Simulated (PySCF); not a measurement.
# Computed vibrations of DyOCl

DyOCl (singlet in the valence; each metal's 4f electrons, 9 of them, lie in its core potential, out of spins and levels). PySCF 2.14.0, RKS PBE0, Dy lcecp-1-SVP with ECP55, O def2-SVP, Cl def2-SVP; non-relativistic Hamiltonian with scalar-relativistic core potentials where named; density fitting; no spin-orbit coupling. Central differences of gradients.

```xyz
3

Dy    0.2411    0.0000   -0.2827
O     1.7454    0.0000    0.7296
Cl   -1.9287    0.0000    0.9915
```

Run from Python with OMP_NUM_THREADS=2. Where DIIS fails, smearing, a level shift and second-order steps follow.
It took 18 s on 2 threads of Arm Neoverse V1 (shared host).

(1) What are the harmonic wavenumbers and infrared intensities?

(2) Is this a minimum?

An lcecp potential fixes the number of 4f electrons, so in runs with it no electron can move into or out of that shell.

## Answers

(1) Modes are labelled in Cs; negative numbers are unstable modes, those under 60 cm⁻¹ near the noise; a finer grid moves soft modes by up to 10 cm⁻¹.
```
cm⁻¹  km/mol  symmetry
 141    23.1        a'
 324    59.1        a'
 850   198.8        a'
```

(2) Yes. Ideal gas at 298.15 K and 1 bar: S = 316.8 J/(mol K), Cp = 50.5 J/(mol K), H − H(0 K) = 12.8 kJ/mol (rigid rotor, harmonic modes, spin degeneracy alone, that of the 4f electrons in the core included).
